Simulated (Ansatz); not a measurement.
Ansatz (a quantum-chemistry and plane-wave program) input for GeH3Br, SMILES [GeH3][Br], B3LYP-D3(BJ)/def2-TZVP. 

Ansatz 0.2 input:
```yaml
crystal:
  periodic: [false, false, false]
  atoms:
    - {symbol: Ge, position_ang: [-0.00000000, -0.00000000, 1.11001286]}
    - {symbol: Br, position_ang: [0.00000000, 0.00000000, -1.14815271]}
    - {symbol: H, position_ang: [-1.23926624, 0.71549070, 1.55497785]}
    - {symbol: H, position_ang: [1.23926624, 0.71549069, 1.55497785]}
    - {symbol: H, position_ang: [0.00000001, -1.43098139, 1.55497784]}
basis:
  gaussian:
    orbitals: def2-TZVP
hamiltonian:
  xc: b3lyp
  dispersion: d3bj
relax: {f_tol: 0.002, max_steps: 200}
```

Log of the run:

```
WARN ansatz: RAYON_NUM_THREADS=1 ignored (pool sized by the plan → 1); use --threads N
Functional definition: B3LYP
integrals: 0.04 GiB planned
934 factors; their error is unknown
mean field: 0.44 GiB planned
mean field evaluation 1: about -126615.4356 eV, gradient 2.1e1 eV
mean field evaluation 2: about -126615.6169 eV, gradient 2.1e1 eV
mean field evaluation 4: about -126615.9099 eV, gradient 5.0e-1 eV
mean field evaluation 8: about -126616.4686 eV, gradient 3.3e-1 eV
mean field evaluation 16: about -126616.4687 eV, gradient 1.5e-5 eV
mean field -126616.46866370 eV, -4653.0693996660 hartree, gradient 1.5e-5 eV, S^2 0.000000; 0 other end points of the search recorded, 0 dependent functions left out
the calculation of the forces begins
reference -126616.46889406 eV, -4653.0694081316 hartree; 35, 35 occupied and 79, 79 virtual orbitals, 934 factors
relax step   1: F+E_penalty+E_count = -126616.63453479 eV  Δ(F+E_penalty+E_count) = +0.000e0 eV  max|allowed force component| = 1.129e0 eV/Å  Δτ_max = 0.0000 Å  (26 SCF iters, accepted)
these checks for a lower state are left out or cut short: starts, cluster_reference, orbital_swaps, neighbouring_geometries, increment
integrals: 0.04 GiB planned
934 factors; their error is unknown
mean field: 0.44 GiB planned
mean field -126616.54084386 eV, -4653.0720522378 hartree, gradient 2.3e-5 eV, S^2 0.000000; 0 other end points of the search recorded, 0 dependent functions left out
the calculation of the forces begins
reference -126616.54107651 eV, -4653.0720607878 hartree; 35, 35 occupied and 79, 79 virtual orbitals, 934 factors
relax step   2: F+E_penalty+E_count = -126616.70371823 eV  Δ(F+E_penalty+E_count) = -6.918e-2 eV  max|allowed force component| = 1.237e-1 eV/Å  Δτ_max = 0.0739 Å  (29 SCF iters, accepted)
these checks for a lower state are left out or cut short: starts, cluster_reference, orbital_swaps, neighbouring_geometries, increment
integrals: 0.04 GiB planned
934 factors; their error is unknown
mean field: 0.44 GiB planned
mean field evaluation 32: about -126616.5429 eV, gradient 2.1e-5 eV
mean field -126616.54291243 eV, -4653.0721282567 hartree, gradient 2.1e-5 eV, S^2 0.000000; 0 other end points of the search recorded, 0 dependent functions left out
the calculation of the forces begins
reference -126616.54314544 eV, -4653.0721368195 hartree; 35, 35 occupied and 79, 79 virtual orbitals, 934 factors
relax step   3: F+E_penalty+E_count = -126616.70612801 eV  Δ(F+E_penalty+E_count) = -2.410e-3 eV  max|allowed force component| = 3.022e-2 eV/Å  Δτ_max = 0.0184 Å  (29 SCF iters, accepted)
these checks for a lower state are left out or cut short: starts, cluster_reference, orbital_swaps, neighbouring_geometries, increment
integrals: 0.04 GiB planned
934 factors; their error is unknown
mean field: 0.44 GiB planned
mean field -126616.54283932 eV, -4653.0721255698 hartree, gradient 2.1e-5 eV, S^2 0.000000; 0 other end points of the search recorded, 0 dependent functions left out
the calculation of the forces begins
reference -126616.54307233 eV, -4653.0721341327 hartree; 35, 35 occupied and 79, 79 virtual orbitals, 934 factors
relax step   4: F+E_penalty+E_count = -126616.70592929 eV  Δ(F+E_penalty+E_count) = +1.987e-4 eV  max|allowed force component| = 1.367e-1 eV/Å  Δτ_max = 0.0105 Å  (29 SCF iters, rejected (line search))
these checks for a lower state are left out or cut short: starts, cluster_reference, orbital_swaps, neighbouring_geometries, increment
integrals: 0.04 GiB planned
934 factors; their error is unknown
mean field: 0.44 GiB planned
mean field -126616.54330727 eV, -4653.0721427665 hartree, gradient 2.1e-5 eV, S^2 0.000000; 0 other end points of the search recorded, 0 dependent functions left out
the calculation of the forces begins
reference -126616.54354022 eV, -4653.0721513274 hartree; 35, 35 occupied and 79, 79 virtual orbitals, 934 factors
relax step   5: F+E_penalty+E_count = -126616.70642238 eV  Δ(F+E_penalty+E_count) = -2.944e-4 eV  max|allowed force component| = 3.029e-3 eV/Å  Δτ_max = 0.0044 Å  (29 SCF iters, accepted)
these checks for a lower state are left out or cut short: starts, cluster_reference, orbital_swaps, neighbouring_geometries, increment
integrals: 0.04 GiB planned
934 factors; their error is unknown
mean field: 0.44 GiB planned
mean field -126616.54331178 eV, -4653.0721429322 hartree, gradient 2.1e-5 eV, S^2 0.000000; 0 other end points of the search recorded, 0 dependent functions left out
the calculation of the forces begins
reference -126616.54354472 eV, -4653.0721514929 hartree; 35, 35 occupied and 79, 79 virtual orbitals, 934 factors
relax step   6: F+E_penalty+E_count = -126616.70642339 eV  Δ(F+E_penalty+E_count) = -1.006e-6 eV  max|allowed force component| = 6.459e-5 eV/Å  Δτ_max = 0.0002 Å  (30 SCF iters, accepted)
integrals: 0.04 GiB planned
934 factors; their error is unknown
mean field: 0.44 GiB planned
mean field evaluation 64: about -126616.5433 eV, gradient 2.1e-5 eV
mean field -126616.54331178 eV, -4653.0721429322 hartree, gradient 2.1e-5 eV, S^2 0.000000; 1 other end points of the search recorded, 0 dependent functions left out
the calculation of the forces begins
reference -126616.54354472 eV, -4653.0721514929 hartree; 35, 35 occupied and 79, 79 virtual orbitals, 934 factors
Total energy: -126616.70665633 eV, -4653.0781457340 hartree
Atom 0 at     0.000000    -0.000001     1.120997 Å, force    -0.000000     0.000000    -0.000065 eV/Å
Atom 1 at    -0.000000     0.000006    -1.210794 Å, force    -0.000000    -0.000000     0.000011 eV/Å
Atom 2 at    -1.268559     0.732399     1.572193 Å, force    -0.000017     0.000010     0.000018 eV/Å
Atom 3 at     1.268559     0.732399     1.572193 Å, force     0.000017     0.000010     0.000018 eV/Å
Atom 4 at     0.000000    -1.464803     1.572205 Å, force    -0.000000    -0.000019     0.000018 eV/Å
Dipole moment:     0.000000    -0.000003     0.409371 e Å
```

Self-consistency was reached.

Cost: very roughly 24 core-seconds.
